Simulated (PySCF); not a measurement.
Input for PySCF: D3(BJ) and D4 dispersion corrections on BFH2Se2 (SMILES FB([SeH])[SeH]), a point of a torsion scan.

```python
from pyscf import gto
from pyscf.dispersion import dftd3, dftd4

mol = gto.M(
    atom='''
    F     0.26745213    2.06291150    0.17884382
    B     0.09767110    0.76488180    0.01456020
    Se   -1.68332820    0.14801735   -0.44779478
    Se    1.67067001   -0.33117220    0.04899859
    H    -2.12820351    1.40861854   -0.97497994
    H     1.01600246   -1.58347568   -0.24682574
    ''',
    basis='def2-svp',
    charge=0, spin=0, verbose=0, max_memory=1800)
d3, d4 = {}, {}
for xc in ['hf', 'pbe', 'blyp', 'revpbe', 'tpss', 'r2scan', 'b3lyp', 'pbe0', 'bhlyp', 'camb3lyp', 'b2plyp']:
    d3[xc] = float(dftd3.DFTD3Dispersion(mol, xc=xc, version='d3bj', atm=False).get_dispersion()['energy'])
    print(f'D3(BJ) {xc:10s} {d3[xc]:14.8f} Eh')
for xc in ['hf', 'pbe', 'blyp', 'revpbe', 'tpss', 'r2scan', 'b3lyp', 'pbe0', 'bhlyp', 'camb3lyp', 'b2plyp']:
    d4[xc] = float(dftd4.DFTD4Dispersion(mol, xc={'camb3lyp': 'cam-b3lyp'}.get(xc, xc), atm=True).get_dispersion()['energy'])
    print(f'D4     {xc:10s} {d4[xc]:14.8f} Eh')
```

Program output:

```
D3(BJ) hf            -0.04315180 Eh
D3(BJ) pbe           -0.00532359 Eh
D3(BJ) blyp          -0.01252024 Eh
D3(BJ) revpbe        -0.01277450 Eh
D3(BJ) tpss          -0.00705740 Eh
D3(BJ) r2scan        -0.00142900 Eh
D3(BJ) b3lyp         -0.01043599 Eh
D3(BJ) pbe0          -0.00491300 Eh
D3(BJ) bhlyp         -0.00901655 Eh
D3(BJ) camb3lyp      -0.00498589 Eh
D3(BJ) b2plyp        -0.00536056 Eh
D4     hf            -0.01961572 Eh
D4     pbe           -0.00582635 Eh
D4     blyp          -0.01278647 Eh
D4     revpbe        -0.01574911 Eh
D4     tpss          -0.00786146 Eh
D4     r2scan        -0.00125326 Eh
D4     b3lyp         -0.00965861 Eh
D4     pbe0          -0.00492953 Eh
D4     bhlyp         -0.00832452 Eh
D4     camb3lyp      -0.00510742 Eh
D4     b2plyp        -0.00402792 Eh
```

The run finished.

Cost: roughly 0.010 core-seconds.
